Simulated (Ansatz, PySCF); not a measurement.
The pair A = GaH3 (SMILES [GaH3]) (first 4 atoms), B = PH3 (SMILES P); geometry from B3LYP-D3(BJ)/def2-TZVP.
(charge 0, multiplicity 1):
```xyz
8

Ga    -0.46140     0.48940     0.71029
H     -1.53945     1.49702     1.26562
H     -0.95067    -0.79868    -0.05585
H      1.00394     1.01248     0.45528
P      0.03315    -0.67019     2.95052
H      0.98565    -1.70724     2.99417
H      0.52282     0.09611     4.02641
H     -1.00976    -1.32777     3.63205
```

Rows in 6-31G* carry no dispersion term and start afresh at each structure (6-31G* with six Cartesian d functions); the Pople sets are all-electron and without relativity.

Programs: Ansatz (an electronic-structure program); PySCF for 6-31G* rows. Each number belongs to the level named beside it.

Total energies (hartree), monomers frozen at their geometry in the pair:

```
structure                  HF/6-31G*   B3LYP/6-31G*  B3LYP/def2-TZVPPD
---------------------  -------------  -------------  -----------------
AB                     -2267.1344502  -2269.5554541      -2269.8737338
A in the pair's basis  -1924.6708526  -1926.3942815      -1926.6759090
B in the pair's basis   -342.4479001   -343.1397112       -343.1764111
A                      -1924.6707129  -1926.3939997      -1926.6756057
B                       -342.4472399   -343.1384831       -343.1762752
```

Task: Work out the interaction energy without and with the counterpoise correction, and the superposition error, for each level.

Result: 
E(AB) − E(A) − E(B), times 627.509 kcal/mol, with the monomers in their own basis and then in the pair's basis:
- HF/6-31G*: -10.35 uncorrected, -9.85 corrected; the monomers gain 0.50 kcal/mol from borrowed functions
- B3LYP/6-31G*: -14.41 uncorrected, -13.47 corrected; the monomers gain 0.95 kcal/mol from borrowed functions
- B3LYP/def2-TZVPPD: -13.71 uncorrected, -13.44 corrected; the monomers gain 0.28 kcal/mol from borrowed functions
